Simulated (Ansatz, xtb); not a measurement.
The molecule SbAu, multiplicity 3 (lowest of 2S+1 = 1, 3, 5 at CCSD(T)/def2-TZVPP on PBE0 minima; our sources give no spin for the ground state, which may be another). No spin–orbit coupling.

Constants: fifth-degree fit in 1/R to seven points, most abundant isotopes. Runs in def2 and cc sets follow the lowest solution found near the PBE0 minimum.

The values were computed with Ansatz (Gaussian basis) for Hartree–Fock, density functionals and correlated methods; xtb for the GFN methods. Values without a source in brackets are computed. In def2 rows elements past Kr take small-core potentials, without spin–orbit coupling. The GFN methods have no spin term and hold the electronic entropy of 300 K.

| level | r_e (Å) | ω_e (cm⁻¹) | ω_e x_e (cm⁻¹) | B_e (cm⁻¹) | dipole (D) |
|---|---|---|---|---|---|
| GFN1-xTB | 2.503 | 210 | 0.75 | 0.0359 | - |
| GFN2-xTB | 2.569 | 164 | 0.33 | 0.0341 | - |
| SVWN5/def2-TZVPP | 2.459 | 216 | 0.48 | 0.0372 | 0.14 |
| PBE/def2-TZVPP | 2.518 | 196 | 0.46 | 0.0355 | 0.08 |
| r2SCAN/def2-TZVPP | 2.496 | 204 | 0.45 | 0.0361 | 0.26 |
| B97M-V/def2-TZVPP | 2.538 | 186 | 0.46 | 0.0349 | 0.12 |
| B3LYP/def2-TZVPP | 2.540 | 189 | 0.44 | 0.0349 | 0.08 |
| PBE0/def2-TZVPP | 2.514 | 197 | 0.44 | 0.0356 | 0.43 |
| BHLYP/def2-TZVPP | 2.542 | 188 | 0.41 | 0.0348 | 0.74 |
| CAM-B3LYP/def2-TZVPP | 2.521 | 196 | 0.42 | 0.0354 | 0.52 |
| wB97X-V/def2-TZVPP | 2.512 | 200 | 0.39 | 0.0357 | 1.04 |
| wB97M-V/def2-TZVPP | 2.522 | 197 | 0.40 | 0.0354 | 0.91 |
| B2PLYP/def2-TZVPP | 2.510 | 199 | 0.45 | 0.0357 | - |

Correlated levels freeze the inner cores; with def2 sets outer-core shells near the valence are correlated too.

Ansatz is a quantum-chemistry and plane-wave program.
